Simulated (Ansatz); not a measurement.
Total energies of CH₆GeSSi (`[CH2]1[SiH2][S][GeH2]1`).

```xyz
10

C    -0.5521   -0.3978   -0.6933
Si   -0.9033    0.8786    0.6452
S     1.0687    0.9217    1.4987
Ge    1.3259   -0.5953   -0.1399
H    -1.1216   -1.3222   -0.5949
H    -0.6534   -0.0205   -1.7111
H    -1.3099    2.2063    0.1132
H    -1.9279    0.4416    1.6303
H     1.7040   -1.9753    0.4246
H     2.3696   -0.1371   -1.1728
```

The species carries charge 0 and has multiplicity 1. Correlated methods include outer-core shells of Ge, which these sets cover unevenly. Scalar relativity is left out up to krypton. The geometry is a stationary point of PBE0-D4/def2-TZVP. Basis def2-TZVPP, the Gaussian-basis code of Ansatz.

RPA on PBE orbitals: Hartree–Fock energy of these orbitals -2803.21437 Eh, correlation -1.22410 Eh (frozen core).

| functional | energy without D4 (Eh) | D4 term (kJ/mol) |
| --- | --- | --- |
| PBE | -2805.78990 | -27.6 |
| revPBE | -2806.18108 | -73.1 |
| BLYP | -2806.50103 | -59.6 |
| r2SCAN | -2806.40388 | -6.2 |
| PBE0 | -2805.91871 | -23.4 |
| B3LYP | -2806.57497 | -45.2 |
| r2SCANh | -2806.39210 | -6.8 |
| r2SCAN0 | -2806.37584 | -7.6 |
| HSE06 (plane-wave form) | -2805.90248 | -22.1 |
| BHLYP | -2806.43974 | -38.9 |
| CAM-B3LYP | -2806.59686 | -24.1 |
| LC-ωPBE | -2805.98907 | – |
| ωB97X-V | -2806.18569 | – |
| ωB97M-V | -2806.30189 | – |

Give the same for LDA (SPW92), B97M-V, B2PLYP, PBE-QIDH. (An estimate is asked.)

The calculation gave: 
```tsv
functional	energy without D4 (Eh)	D4 term (kJ/mol)
LDA (SPW92)	-2800.39965	–
B97M-V	-2805.93385	–
B2PLYP	-2805.83135	–
PBE-QIDH	-2805.41854	–
```

B3LYP takes the VWN-RPA correlation (the form of Gaussian; ORCA's B3LYP/G). HSE06 is the plane-wave form, built on full-range PBE exchange. The double hybrids freeze the cores in their second-order part.

LC-ωPBE has ω = 0.4 bohr⁻¹.
